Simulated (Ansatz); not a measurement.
`CC[SiH](F)I` → `FI` + `CC[SiH]`  (silylene formation by 1,1-elimination)

Isolated molecules relaxed with PBE0-D4/def2-TZVP in Ansatz; ΔE leaves out vibrations. CCSD(T)/CBS is the MP2 limit (def2-TZVPP, def2-QZVPP) plus CCSD(T) − MP2 in def2-TZVPP, frozen cores. DFT in def2-TZVPP. B3LYP here is the variant with VWN-RPA as its local correlation; programs differ in this. Elements past krypton have def2 core potentials. For I outer-core shells are correlated without core-valence functions, which leaves a few kJ/mol of doubt a bond. One conformer a species, not always the lowest.

```tsv
level	ΔE (kcal/mol)	difference from CCSD(T)/CBS
PBE-D4	143.8	-6.5
PBE0-D4	151.1	0.8
r2SCAN	153.2	2.9
PBE0	148.9	-1.4
B3LYP	141.1	-9.2
SCS-MP2/def2-TZVPP	152.8	2.5
CCSD/def2-TZVPP	149.3	-1.0
CCSD(T)/def2-TZVPP	149.2	-1.1
SCS-MP2/def2-QZVPP	153.2	2.9
MP2/CBS(def2)	160.4	10.1
CCSD(T)/CBS	150.3	0
```

Largest T1 diagnostic among the species: 0.012.

The D4 term adds +3.8 kcal/mol with B3LYP and +2.1 kcal/mol with PBE0; it sums over pairs of atoms, weighted by their polarisabilities, and B3LYP, whose exchange is more repulsive, gets the larger term. From PBE to PBE0 (25 % exact exchange), in def2-TZVPP and without D4, ΔE moves by +7.5 kcal/mol.
